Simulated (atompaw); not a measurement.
# platinum (Pt): one change to a PAW (atompaw) potential, before and after

```json
{"Element": "platinum (Pt)", "Generator": "atompaw 4.2.0.5", "Type": "PAW", "Functional": "LDA (PW92)", "Relativity": "scalar-relativistic", "Frozen core": "[Kr] 4d10 4f14", "Valence charge": "18", "Reference configuration": "5s2 5p6 5d9 6s0.75 6p0.25", "Partial waves": "5s (bound): rc 1.75 bohr; 6s (bound): rc 1.40 bohr; 5p (bound): rc 1.65 bohr; 6p (bound): rc 1.60 bohr; 5d (bound): rc 2.45 bohr; 5d channel at 0.1 Ry: rc 2.45 bohr", "Local potential": "troulliermartins scheme with l = 3 at 0 Ry, radius 2.15 bohr", "Core correction": "smooth core density matched at 2.10 bohr", "Augmentation charge": "sinc compensation charge, radius 2.35 bohr; PAW radius 2.45 bohr; waves and projectors: custom polynom2 7 10 vanderbiltortho"}
```

Change: all radii scaled by about 0.88 (s 1.54, p 1.44, d 2.14 bohr); local potential troulliermartins scheme with l = 3 at 0 Ry, radius 1.88 bohr; augmentation sinc compensation charge, radius 2.06 bohr; PAW radius 2.14 bohr; waves and projectors: custom polynom2 7 10 vanderbiltortho; core correction smooth core density matched at 1.84 bohr.

Cutoffs: the cutoffs (Ry, on a coarse ladder) from which the occupation-weighted sum of valence levels, in a spherical-Bessel basis at the reference potential, stays within 10 and 1 mRy of its value at 400 Ry; they do not see the model core or the augmentation charge, which bear on the density cutoff.

Problem. What does the change do?

Solution. The potential gets harder (40 Ry and 140 Ry → 55 Ry and 230 Ry); neither file shows a bound ghost. A smaller radius makes the pseudo-wave follow the all-electron one further in, where it bends more sharply, so more plane waves are needed.

| quantity | base | changed |
| --- | --- | --- |
| cutoff, loose | 40 Ry | 55 Ry |
| cutoff, tight | 140 Ry | 230 Ry |
| loose cutoff by channel (10 mRy a level) | s 18 Ry, p 21 Ry, d 18 Ry | s 18 Ry, p 25 Ry, d 18 Ry |
| bound ghosts | none | none |
| lowest overlap eigenvalue by channel | s 0.50, p 0.98, d 0.93 | s 0.49, p 0.94, d 0.93 |

 The cutoffs see the waves, projectors and local potential, not the compensation charge or the core.
